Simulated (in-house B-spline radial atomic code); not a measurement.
# Ionising Xe3+ with different functionals

Computed with an all-electron radial atomic-structure program (B-spline basis): non-relativistic Hamiltonian, point nucleus, spin-polarised at highest spin, spherical fractional occupations for the functionals, and exact exchange of hybrids averaged over the configuration. The ionisation energy is the difference of two self-consistent energies, [Kr] 4d10 5s2 5p3 → [Kr] 4d10 5s2 5p2, without Breit or QED terms; ε is the level of the shell that loses the electron (its least bound occupied spin orbital). There is no spin-orbit coupling in this Hamiltonian.

```tsv
method	rung	ΔSCF (eV)	-ε(5p) (eV)
PBE0	global hybrid	43.25	39.40
B3LYP	global hybrid	43.10	38.93
TPSSh	global hybrid	43.27	38.62
M06-2X	global hybrid	43.28	40.80
BHandHLYP	global hybrid	43.08	40.58
r2SCAN0	global hybrid	43.58	39.77
B97-1	global hybrid	43.09	39.02
HSE06	range-separated hybrid	43.19	38.94
wB97X	range-separated hybrid	42.92	41.69
CAM-B3LYP	range-separated hybrid	43.11	40.66
LC-wPBE	range-separated hybrid	43.27	42.34
```

Q: Among the functionals, which spreads more, the ΔSCF values or the orbital energies?

A: The orbital energies: ΔSCF values span about 0.66 eV and the orbital energies 3.71 eV; here energy differences depend much less on the functional than eigenvalues do.

Q: How do they compare with the NIST value?

A: NIST lists 42.2 eV ± 0.2 (measured, ground level to ground level). Errors run from +0.72 to +1.38 eV. The correlated functionals all miss on the same side by more than they spread, so the cause is common to them (relativity, Breit-QED terms, multiplet and fine-structure energies, or a listed next ion that isn't the cheapest removal here) and closeness doesn't rank the functionals.
